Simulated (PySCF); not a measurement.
Field gradients at the hydrogen positions

Compound: C₆H₆F₂.
Z-matrix (Å and degrees, GFN2-xTB geometry), rows numbered from 1:
```
F 
C   1  1.3309
F   2  1.3288  1  109.42
C   2  1.3270  1  124.45  3  -179.89
C   4  1.4346  2  124.06  1  -180.00
C   5  1.3423  4  133.92  2   179.85
C   6  1.5004  5   94.08  4  -179.93
C   5  1.5088  4  132.27  2    -0.01
H   4  1.0793  2  117.74  1    -0.05
H   6  1.0744  5  134.24  4     0.10
H   7  1.0889  6  115.18  5  -115.81
H   7  1.0889  6  115.18  5   115.92
H   8  1.0876  5  115.09  4    64.17
H   8  1.0877  5  115.16  4   -64.22
```

Level: PBE0/pcSseg-1 (PySCF, non-relativistic); Q(2H) = 0.00286 b; rigid geometry, the same for H and D, with no vibrational averaging.

Question: Rank these positions by the coupling χzz of a deuteron there, largest first.
A. H9 (vinylic hydrogen)
B. H10 (vinylic hydrogen)
C. H14 (methylene hydrogen)

Answer: B (231 kHz), A (221 kHz), C (211 kHz).

Give the electric field gradient Vzz (the principal value of largest size), its asymmetry and the 2H coupling at each hydrogen.

```json
{"atom": "H9", "bonded to": "C4", "bond length (Å)": "1.079", "Vzz (au)": "0.3288", "η": "0.10", "χzz (kHz)": "221"}
{"atom": "H10", "bonded to": "C6", "bond length (Å)": "1.074", "Vzz (au)": "0.3444", "η": "0.05", "χzz (kHz)": "231"}
{"atom": "H11", "bonded to": "C7", "bond length (Å)": "1.089", "Vzz (au)": "0.3135", "η": "0.01", "χzz (kHz)": "211"}
{"atom": "H12", "bonded to": "C7", "bond length (Å)": "1.089", "Vzz (au)": "0.3133", "η": "0.01", "χzz (kHz)": "211"}
{"atom": "H13", "bonded to": "C8", "bond length (Å)": "1.088", "Vzz (au)": "0.3147", "η": "0.00", "χzz (kHz)": "212"}
{"atom": "H14", "bonded to": "C8", "bond length (Å)": "1.088", "Vzz (au)": "0.3146", "η": "0.00", "χzz (kHz)": "211"}
```

Give the 2H NMR doublet splittings at H14 for a magnetic field along the z, y and x axes of the gradient: 3χ/2, 3χ(1 + η)/4, 3χ(1 − η)/4.

With |χ| = 211.4 kHz and η = 0.001: 317, 159 and 158 kHz, to first order and without motion.

The structure is a single GFN2-xTB conformer in the gas phase; no vibrational or solvent corrections. GFN2-xTB bond lengths can be off by several hundredths of an ångström, more for odd bonds, and the gradients follow them. With a basis this small, the couplings can be 20 % off.
